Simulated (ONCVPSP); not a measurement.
## Configuration tests for Mo (ONCV)

molybdenum, optimised norm-conserving Vanderbilt (ONCV), made with ONCVPSP 4.0.1 (PBE, scalar-relativistic). Core [Ar] 3d10, reference 4s2 4p6 4d5.5 5s0.5. Waves: 4s+5s: rc 1.90 bohr, ncon 4, nbas 8, qcut 6.3 1/bohr, 2 projectors; 4p: rc 1.20 bohr, ncon 3, nbas 7, qcut 8.1 1/bohr, 2 projectors, debl 1.9 Ha; 4d: rc 1.55 bohr, ncon 4, nbas 7, qcut 6.6 1/bohr, 2 projectors, debl 1 Ha. Local part: polynomial inside 0.95 bohr (lpopt 2, dvloc0 0 Ha). Core correction: Teter function, parameters optimised by the program.

Energies are relative to the spin-unpolarised reference configuration 4s2 4p6 4d5.5 5s0.5; without spin polarisation the order of configurations can differ from experiment.

```json
{"valence configuration": "4s2 4p6 4d5 5s1", "charge": "0", "ΔE all-electron (eV)": "-0.280", "error AE − PS (meV)": "+0.4"}
{"valence configuration": "4s2 4p6 4d5 5s0", "charge": "+1", "ΔE all-electron (eV)": "6.610", "error AE − PS (meV)": "-0.5"}
{"valence configuration": "4s2 4p6 4d4 5s0", "charge": "+2", "ΔE all-electron (eV)": "22.072", "error AE − PS (meV)": "-0.1"}
```

Problem. What are ΔE and the potential's error for 4s2 4p6 4d4 5s1?

Solution. ΔE = 7.784 eV all-electron; the error (AE − PS) is -0.7 meV.

Levels in the configuration 4s2 4p6 4d5 5s1:

```tsv
level	all-electron (eV)	pseudo (eV)
4s	-64.347	-64.328
4p	-38.486	-38.480
4d	-3.753	-3.754
5s	-4.087	-4.085
```
